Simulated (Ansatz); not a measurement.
Relaxation of C$_{3}$H$_{9}$AlSeSi (15 atoms, charge 0, multiplicity 1), to a largest force component of 0.015 eV/Å in at most 40 steps.

Level of theory: Ansatz, RHF/def2-SVP.

```xyz
15
Properties=species:S:1:pos:R:3:forces:R:3
C 1.348 -1.464 0.635 -0.91 2.89 -0.38
C 0.363 -0.803 -0.417 0.54 -0.71 1.36
C -0.516 0.336 0.160 2.17 -1.26 0.41
Se -1.660 -0.178 1.572 -1.57 -1.70 -0.69
Al 0.385 2.074 0.449 -0.25 0.63 -1.30
Si -1.302 1.425 -1.117 -0.16 2.95 0.50
H 1.938 -2.211 0.148 0.58 -0.58 -0.09
H 0.755 -1.860 1.443 0.02 -0.49 0.31
H 1.988 -0.632 1.081 -0.49 -1.31 -0.64
H 0.985 -0.422 -1.239 -0.34 -0.12 -0.10
H -0.317 -1.590 -0.792 0.40 0.19 -0.24
H -2.436 -1.146 0.638 0.42 0.99 1.41
H 1.730 2.856 0.647 0.09 -0.26 0.64
H -2.584 2.091 -0.731 -0.05 -0.75 -0.71
H -0.697 1.474 -2.449 -0.48 -0.47 -0.48
```

Task: Where does it end, and by what steps?

Result: The run converged. After 15 steps the energy has fallen by 1.674 eV; H12 moved furthest, 1.54 Å. Joined: Se4–Al5.

```csv
step,energy less start (eV),largest force component (eV/Å),accepted
0,0.0000,2.953,yes
1,-0.9839,0.932,yes
2,-1.1658,0.886,yes
3,-1.2345,0.213,yes
4,-1.2884,0.310,yes
5,-1.3390,0.370,yes
6,-1.4036,0.489,yes
7,-1.4923,0.461,yes
8,-1.5870,0.356,yes
9,-1.6440,0.313,yes
10,-1.6482,0.626,yes
11,-1.5224,0.984,no
12,-1.6722,0.099,yes
13,-1.6733,0.041,yes
14,-1.6736,0.032,yes
15,-1.6738,0.011,yes
```

```xyz
15
Properties=species:S:1:pos:R:3
C 1.470 -1.564 0.442
C 0.423 -0.983 -0.504
C -0.243 0.300 -0.037
Se -1.286 0.155 1.680
Al 0.037 2.133 0.695
Si -1.237 1.519 -1.157
H 1.933 -2.453 0.009
H 1.028 -1.857 1.397
H 2.260 -0.838 0.647
H 0.906 -0.745 -1.457
H -0.326 -1.748 -0.732
H -2.670 0.263 1.226
H 0.995 2.948 1.629
H -2.696 1.271 -1.302
H -0.617 1.550 -2.507
```

Whether the end is a true minimum wasn't checked by a vibrational analysis.

Time of the run: 71 s on 2 threads of Arm Neoverse V2, on a shared host, peak memory 0.5 GiB.
